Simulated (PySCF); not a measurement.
Excitation energy of Sn(2+) by level of theory

Sn(2+) [Kr] 4d10 5s2 (1S) → Sn(2+) [Kr] 4d10 5s1 5p1 (3P), as a difference of total energies. Calculation: PySCF 2.14, in x2c-QZVPPall (13s9p7d4f1g, 112 functions); scalar relativity by spin-free X2C-1e. The calculations carry no spin-orbit coupling.

```json
{"method": "UHF", "excitation energy (eV)": "5.605"}
{"method": "TPSS", "excitation energy (eV)": "7.128"}
{"method": "wB97X-V", "excitation energy (eV)": "7.078"}
{"method": "HSE06", "excitation energy (eV)": "7.043"}
```

The basis was made for the ground configuration and has no added diffuse functions, so the excitation energy can come out too high.
